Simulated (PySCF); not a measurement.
# Correlation energy of Ta⁶²⁺ (tantalum, charge +62)

[Ne] 3s1, 2S determinant. Calculation: PySCF 2.14, in an even-tempered Gaussian basis (17 s from 17 bohr⁻², ratio 2.5; 12 p from 23 bohr⁻², ratio 2.5; 4 d from 82 bohr⁻², ratio 2.7; 4 f from 120 bohr⁻², ratio 2.7); the spin-free X2C one-electron Hamiltonian (Gaussian nucleus). Frozen: 1s2; 9 electrons correlated; the 20 highest virtual orbitals of each spin left out.

```tsv
level	correlation energy (mhartree)
CCSD	-355.85
(T)	-0.06
CCSD(T)	-355.91
```

Diagnostics: T1 = 3.8e-05, D1 = 0.0001, largest double amplitude 0.002.

Question: Is a single reference adequate?

Answer: Yes, within this model without spin-orbit coupling: T1 lies below 0.03 and no double amplitude reaches 0.07.

At this charge the one-electron X2C treatment keeps the bare 1/r₁₂, with no two-electron picture change or Breit term. The effect here is smaller than on the frozen 1s shell; and a scalar Hamiltonian misses the large spin-orbit splitting of the p shells, which matters for ns² → np² pairs.
